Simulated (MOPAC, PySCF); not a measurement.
HCl2GaS, SMILES `[SH][Ga]([Cl])[Cl]` (H–S–Ga–Cl torsion 180°), neutral singlet in the gas phase. 

Z-matrix (Å, degrees):
```
Ga
Cl 1 2.1204
Cl 1 2.1255 2 118.35
S 1 2.1735 2 120.11 3 180.00
H 4 1.3459 1 92.10 2 -180.00
```
Charge 0, spin multiplicity 1.

All levels are single points at this geometry (r2SCAN-D4/def2-TZVP); Pople sets use spherical d functions. Orbital energies aren't observables, and empty levels follow the basis.

```
level                         HOMO (eV)  LUMO (eV)  gap (eV)  dipole (D)  vertical IE, Delta-SCF (eV)
----------------------------  ---------  ---------  --------  ----------  ---------------------------
r2SCAN-D4/def2-TZVP in PySCF      -7.43      -2.24      5.19        1.45                            –
B3LYP/6-31G* in PySCF             -8.06      -1.98      6.08        1.60                        10.48
M06-2X/6-31G* in PySCF            -9.50      -0.79      8.71        1.56                            –
SVWN5/6-31G* in PySCF             -7.20      -2.86      4.34        1.67                            –
HF/3-21G in PySCF                -11.63       1.14     12.77        1.86                            –
HF/6-31G* in PySCF               -11.20       1.58     12.78        1.56                         9.68
HF/STO-3G in PySCF                -8.68       4.09     12.77        2.81                            –
AM1 in MOPAC                     -10.91      -3.18      7.73        2.17                            –
PM3 in MOPAC                     -10.79      -4.00      6.79        2.63                            –
```
